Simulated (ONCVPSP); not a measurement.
# u(r) = r·R(r): atom against pseudo-atom (magnesium (Mg))

Columns: radius, all-electron u(r) and pseudo u(r) of the 3p shell (level -1.60 eV) of magnesium in the configuration [Ne] 3s1.75 3p0.25; LDA (Perdew-Zunger), non-relativistic, ONCV scheme, ONCVPSP 4.0.1.

```
r (bohr)  all-electron  pseudo
   0.175       -0.1005  0.0041
   0.350       -0.1653  0.0162
   0.525       -0.1540  0.0359
   0.700       -0.1018  0.0624
   0.875       -0.0331  0.0946
   1.050        0.0394  0.1312
   1.225        0.1093  0.1707
   1.400        0.1740  0.2117
   1.575        0.2320  0.2527
   1.750        0.2832  0.2926
   1.925        0.3276  0.3301
   2.100        0.3655  0.3645
   2.275        0.3972  0.3950
   2.450        0.4232  0.4210
   2.625        0.4437  0.4423
   2.800        0.4594  0.4587
   2.975        0.4707  0.4704
   3.150        0.4779  0.4779
   3.325        0.4817  0.4817
   3.500        0.4823  0.4823
   3.675        0.4802  0.4802
   3.850        0.4758  0.4758
   4.025        0.4694  0.4694
   4.200        0.4613  0.4613
   4.375        0.4517  0.4517
   4.550        0.4410  0.4410
```

How many radial nodes do the two functions have?

The all-electron 3p function has n − l − 1 = 1; the pseudo-wave has 0, since the states of the same l below it are removed with the core.

At about which radius was the pseudo-wave matched?

3.45 bohr. The columns agree to 0.0005 from 2.98 bohr on; several derivatives are matched, so the curves merge somewhat inside the radius.

Is the pseudo-wave norm-conserving?

Yes: the ONCV scheme keeps the norm inside the radius equal to the all-electron one, which fixes the energy derivative of the logarithmic derivative at the level.
